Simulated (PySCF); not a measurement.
Be(Cl)(Et) (C2H5BeCl), SMILES C[CH2][Be][Cl]. Atoms are numbered in the order given.

```xyz
9

Be     0.2845     0.2002     0.0000
Cl    -0.1174     1.9826     0.0000
C      0.6599    -1.4391     0.0000
C     -0.5300    -2.4224     0.0000
H      1.3071    -1.6461    -0.8768
H      1.3071    -1.6461     0.8768
H     -1.1705    -2.2849     0.8868
H     -1.1705    -2.2849    -0.8868
H     -0.1950    -3.4734     0.0000
```
Charge 0, spin multiplicity 1.

Coordinates come from a TPSSh-D3(BJ)/def2-SVP optimisation. The values are those of a single conformer.

The numbers are results of B3LYP/pcJ-1 (PySCF), not measurements.

Isotropic couplings with Fermi-contact, spin-dipole and both spin-orbit terms, one fixed conformer, no vibrational averaging. Isotopes: 13C, 1H.

Computed spin–spin coupling constants:
```json
[
 {"pair": "C3–C4", "bonds apart": "1", "J (Hz)": "33.5"},
 {"pair": "C3–H5", "bonds apart": "1", "J (Hz)": "120.5"},
 {"pair": "C3–H6", "bonds apart": "1", "J (Hz)": "120.5"},
 {"pair": "C4–H7", "bonds apart": "1", "J (Hz)": "132.8"},
 {"pair": "C4–H8", "bonds apart": "1", "J (Hz)": "132.8"},
 {"pair": "C4–H9", "bonds apart": "1", "J (Hz)": "136.5"},
 {"pair": "C3–H7", "bonds apart": "2", "J (Hz)": "-1.1"},
 {"pair": "C3–H8", "bonds apart": "2", "J (Hz)": "-1.2"},
 {"pair": "C3–H9", "bonds apart": "2", "J (Hz)": "-4.0"},
 {"pair": "C4–H5", "bonds apart": "2", "J (Hz)": "-5.0"},
 {"pair": "C4–H6", "bonds apart": "2", "J (Hz)": "-5.0"},
 {"pair": "H5–H6", "bonds apart": "2", "J (Hz)": "-17.2"},
 {"pair": "H7–H8", "bonds apart": "2", "J (Hz)": "-14.1"},
 {"pair": "H7–H9", "bonds apart": "2", "J (Hz)": "-13.3"},
 {"pair": "H8–H9", "bonds apart": "2", "J (Hz)": "-13.3"},
 {"pair": "H5–H7", "bonds apart": "3", "J (Hz)": "18.3"},
 {"pair": "H5–H8", "bonds apart": "3", "J (Hz)": "3.4"},
 {"pair": "H5–H9", "bonds apart": "3", "J (Hz)": "6.2"},
 {"pair": "H6–H7", "bonds apart": "3", "J (Hz)": "3.4"},
 {"pair": "H6–H8", "bonds apart": "3", "J (Hz)": "18.3"},
 {"pair": "H6–H9", "bonds apart": "3", "J (Hz)": "6.2"}
]
```
